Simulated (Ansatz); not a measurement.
`[NH]=[Nb]([OH])([Cl])[Cl]` + HCl → `[NH]=[Nb]([Cl])([Cl])[Cl]` + H₂O at 400 K and 1 bar (ligand exchange at the Nb–O bond).

Program: Ansatz. Geometries: PBE0-D4/def2-TZVP. ΔE: electronic, gas phase. CCSD(T)/CBS is the MP2 limit (def2-TZVPP, def2-QZVPP) plus CCSD(T) − MP2 in def2-TZVPP, frozen cores. This one scheme is used for every species. def2 core potentials past Kr. For Nb outer-core shells are correlated without core-valence functions, which leaves a few kJ/mol of doubt a bond. Each species was taken in one conformer, which may not be the lowest.

```json
{"species": "`[NH]=[Nb]([OH])([Cl])[Cl]`", "CCSD(T)/CBS energy (Eh)": "-1107.76046", "H − E (kJ/mol)": "112.4", "S (J/(mol·K))": "399.0"}
{"species": "HCl", "CCSD(T)/CBS energy (Eh)": "-460.38127", "H − E (kJ/mol)": "29.6", "S (J/(mol·K))": "195.4"}
{"species": "`[NH]=[Nb]([Cl])([Cl])[Cl]`", "CCSD(T)/CBS energy (Eh)": "-1491.77122", "H − E (kJ/mol)": "79.2", "S (J/(mol·K))": "394.0"}
{"species": "H₂O", "CCSD(T)/CBS energy (Eh)": "-76.37941", "H − E (kJ/mol)": "69.8", "S (J/(mol·K))": "198.6"}
```

H − E and S are ideal-gas, rigid-rotor, harmonic terms from PBE0-D4/def2-TZVP, for one conformer and one mirror image of each species. 1 Eh = 2625.50 kJ/mol, R = 8.31446 J/(mol·K).

Question: By hand: ΔE, ΔH, ΔS and ΔG.

Answer: ΔE = (-1491.77122) + (-76.37941) − (-1107.76046) − (-460.38127) = -0.00890 Eh = -23.4 kJ/mol. Δ(H − E) = 79.2 + 69.8 − 112.4 − 29.6 = 7.0, so ΔH = -16.4 kJ/mol. ΔS = 394.0 + 198.6 − 399.0 − 195.4 = -1.8 J/(mol·K). ΔG = -16.4 − 400 × (-1.8)/1000 = -15.7 kJ/mol.

Question: By hand: the equilibrium constant, and the temperature at which ΔG would vanish if ΔH and ΔS stayed fixed.

Answer: log₁₀ K = −ΔG/(RT ln 10) = 2.1. ΔG = 0 at ΔH/ΔS = 9111 K, far beyond where these terms or the molecules hold.

The number of gas molecules stays the same, so ΔS is small and ΔH decides. A doubt of 5 kJ/mol in ΔE shifts log₁₀ K by 0.7 here. Other conformers and mirror images would add mixing entropy, several J/(mol·K) or more a flexible species. These are equilibria of isolated gas molecules and say nothing of rates. Largest T1 diagnostic: 0.020 (customary marks: 0.02 for closed shells, 0.045 for open ones).
